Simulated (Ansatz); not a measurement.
`CC[N](C)[InH2]` + `C[NH][GeH3]` → `C[N]([GeH3])[InH2]` + ethylmethylamine at 400 K and 1 bar (ligand exchange at the In–N bond).

Gas-phase electronic energies from Ansatz, PBE0-D4/def2-TZVP geometries. CCSD(T)/CBS adds triple-zeta CCSD(T) − MP2 to the extrapolated MP2 energy (def2 sets, frozen cores). def2 core potentials past Kr. For Ge, In outer-core shells are correlated without core-valence functions, which leaves a few kJ/mol of doubt a bond. Scalar relativity is left out up to krypton. One conformer a species, not always the lowest.

```
             species  CCSD(T)/CBS energy (Eh)  H − E (kJ/mol)  S (J/(mol·K))
    `CC[N](C)[InH2]`               -364.66442           358.5          412.7
       `C[NH][GeH3]`              -2173.06430           229.8          337.7
`C[N]([GeH3])[InH2]`              -2363.46641           244.5          421.6
              `CCNC`               -174.26710           345.0          331.8
```

H − E and S are ideal-gas, rigid-rotor, harmonic terms from PBE0-D4/def2-TZVP, for one conformer and one mirror image of each species. 1 Eh = 2625.50 kJ/mol, R = 8.31446 J/(mol·K).

Problem. By hand: ΔE, ΔH, ΔS and ΔG.

Solution. ΔE = (-2363.46641) + (-174.26710) − (-364.66442) − (-2173.06430) = -0.00479 Eh = -12.6 kJ/mol. Δ(H − E) = 244.5 + 345.0 − 358.5 − 229.8 = 1.2, so ΔH = -11.4 kJ/mol. ΔS = 421.6 + 331.8 − 412.7 − 337.7 = 3.0 J/(mol·K). ΔG = -11.4 − 400 × (3.0)/1000 = -12.6 kJ/mol.

Problem. By hand: the equilibrium constant, and the temperature at which ΔG would vanish if ΔH and ΔS stayed fixed.

Solution. log₁₀ K = −ΔG/(RT ln 10) = 1.6. ΔH and −TΔS have one sign here, so there is no such temperature. One of them is within its doubt of zero, so this could turn.

The number of gas molecules stays the same, so ΔS is small and ΔH decides. A doubt of 5 kJ/mol in ΔE shifts log₁₀ K by 0.7 here. Other conformers and mirror images would add mixing entropy, several J/(mol·K) or more a flexible species. These are equilibria of isolated gas molecules and say nothing of rates. Largest T1 diagnostic: 0.016 (customary marks: 0.02 for closed shells, 0.045 for open ones).
